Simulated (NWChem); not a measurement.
Species: C$_{5}$H$_{3}$N; SMILES C#C/C=C/C#N

```xyz
9

C     -0.1180    -3.0366     0.0000
C      0.1262    -1.8341     0.0000
C      0.4538    -0.4578     0.0000
C     -0.4711     0.5478     0.0000
C     -0.1125     1.9246     0.0000
N      0.1590     3.0687     0.0000
H     -0.3428    -4.0946     0.0000
H      1.5271    -0.1965     0.0000
H     -1.5486     0.3134     0.0000
```
Atoms are numbered in this order, from 1.

Program: NWChem. Geometry: optimised at PBE-D3(BJ)/def2-SVP. Level: M06-2X/def2-SVP with SMD (1 M gas to 1 M solution), gas-phase geometry.

```csv
solvent,dielectric constant,solvation free energy (kcal/mol),cavity-dispersion-structure term (kcal/mol),dipole in solution (D)
water,78.4,-2.3,6.1,5.19
tetrahydrofuran,7.43,-5.7,1.5,5.01
2-propanol,19.3,(withheld),(withheld),(withheld)
benzene,2.27,-4.5,-0.1,4.60
diethyl ether,4.24,-5.6,0.6,4.87
```

Task: Complete the blanks.

Result: 
- 2-propanol, solvation free energy (kcal/mol): -5.0
- 2-propanol, cavity-dispersion-structure term (kcal/mol): 3.0
- 2-propanol, dipole in solution (D): 5.13
